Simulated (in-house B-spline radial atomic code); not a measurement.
Radial electron density of Fe, [Ar] 3d6 4s2. Level of theory: Dirac-Kohn-Sham PW91, spherical fractional occupations, Fermi nucleus of rms radius 3.7377 fm; calculated with an all-electron radial atomic-structure program (B-spline basis).

Columns: r (bohr), 4πr²n(r) (electrons per bohr), bar.

```
 0.00259   0.9795 #
 0.00317    1.413 ##
 0.00389    2.035 ###
 0.00476     2.89 ####
 0.00583    4.071 #####
 0.00713    5.649 #######
 0.00873    7.737 ##########
  0.0107    10.42 #############
  0.0131    13.69 #################
   0.016    17.45 ######################
  0.0196    21.59 ###########################
   0.024    25.65 ################################
  0.0294    29.05 #####################################
   0.036     31.1 #######################################
  0.0441    31.29 #######################################
   0.054    29.62 #####################################
  0.0661    26.91 ##################################
   0.081    24.73 ###############################
  0.0992    24.83 ###############################
   0.121    27.75 ###################################
   0.149     32.3 #########################################
   0.182     34.9 ############################################
   0.223    32.79 #########################################
   0.273     25.9 #################################
   0.334    17.89 #######################
   0.409    13.31 #################
   0.501    13.69 #################
   0.613    16.07 ####################
   0.751    16.36 #####################
   0.919     13.3 #################
    1.13    8.651 ###########
    1.38    4.945 ######
    1.69    2.771 ###
    2.07    1.756 ##
    2.53    1.231 ##
     3.1   0.8186 #
    3.79   0.4619 #
    4.64   0.2049 
    5.69  0.06973 
    6.96  0.01815 
    8.52 0.002916 
    10.4 0.0002794
```

On this grid the curve has 3 maxima, near 0.0441, 0.182, 0.751 bohr.

The 4s1/2 radial function P(r) = rR(r), positive near the nucleus, with its small component Q(r) (sign convention: Q ≈ (P' + κP/r)/2c):

```json
{"r (bohr)": "0.000769", "P": "0.006222", "Q": "-0.000598"}
{"r (bohr)": "0.00115", "P": "0.009145", "Q": "-0.0008825"}
{"r (bohr)": "0.00173", "P": "0.01345", "Q": "-0.001303"}
{"r (bohr)": "0.00259", "P": "0.01953", "Q": "-0.001904"}
{"r (bohr)": "0.00389", "P": "0.02811", "Q": "-0.002766"}
{"r (bohr)": "0.00583", "P": "0.03968", "Q": "-0.003958"}
{"r (bohr)": "0.00873", "P": "0.05443", "Q": "-0.005547"}
{"r (bohr)": "0.0131", "P": "0.07158", "Q": "-0.007557"}
{"r (bohr)": "0.0196", "P": "0.08755", "Q": "-0.009814"}
{"r (bohr)": "0.0294", "P": "0.09478", "Q": "-0.01189"}
{"r (bohr)": "0.0441", "P": "0.07976", "Q": "-0.01287"}
{"r (bohr)": "0.0661", "P": "0.02751", "Q": "-0.01148"}
{"r (bohr)": "0.0992", "P": "-0.06328", "Q": "-0.006796"}
{"r (bohr)": "0.149", "P": "-0.151", "Q": "0.0002563"}
{"r (bohr)": "0.223", "P": "-0.1422", "Q": "0.005883"}
{"r (bohr)": "0.334", "P": "0.02597", "Q": "0.005916"}
{"r (bohr)": "0.501", "P": "0.2387", "Q": "0.0008102"}
{"r (bohr)": "0.751", "P": "0.22", "Q": "-0.003442"}
{"r (bohr)": "1.13", "P": "-0.1201", "Q": "-0.002982"}
{"r (bohr)": "1.69", "P": "-0.5004", "Q": "-0.000455"}
{"r (bohr)": "2.53", "P": "-0.6272", "Q": "0.001055"}
{"r (bohr)": "3.79", "P": "-0.4486", "Q": "0.001085"}
{"r (bohr)": "5.69", "P": "-0.1825", "Q": "0.0004555"}
{"r (bohr)": "8.52", "P": "-0.03789", "Q": "0.0001013"}
```
